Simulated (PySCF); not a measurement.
# Electron correlation in P+ (phosphorus, charge +1)

[Ne] 3s1 3p3, high-spin 5S determinant (an excited configuration). Calculation: PySCF 2.14, in dyall-acv3z; the non-relativistic Hamiltonian (point nucleus). Frozen: [Ne]; 4 electrons correlated; the 23 highest virtual orbitals of each spin left out.

```csv
level,correlation energy (mhartree)
CCSD,-32.32
(T),-0.47
CCSD(T),-32.79
```

Diagnostics: T1 = 0.0015, D1 = 0.0037, largest double amplitude 0.037.

Task: Is a single reference adequate?

Result: Yes: T1 lies below 0.03 and no double amplitude reaches 0.07.
